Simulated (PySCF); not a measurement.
These are TPSSh-D3(BJ)/def2-TZVP // B3LYP-D3(BJ)/def2-TZVP in PySCF 2.14.0 values and carry that method's errors. All species are isolated molecules in the gas phase. 

Reference species (SMILES): `[Cl][GaH2]` (neutral, multiplicity 1).

```yaml
dipole_moment: 1.99 D
```

Changed species: `[Cl][GaH][Cl]` (whole molecule; the reference has whole molecule).

Give the shifts of the dipole moment.

the dipole moment falls by 0.27 D, to 1.72 D.
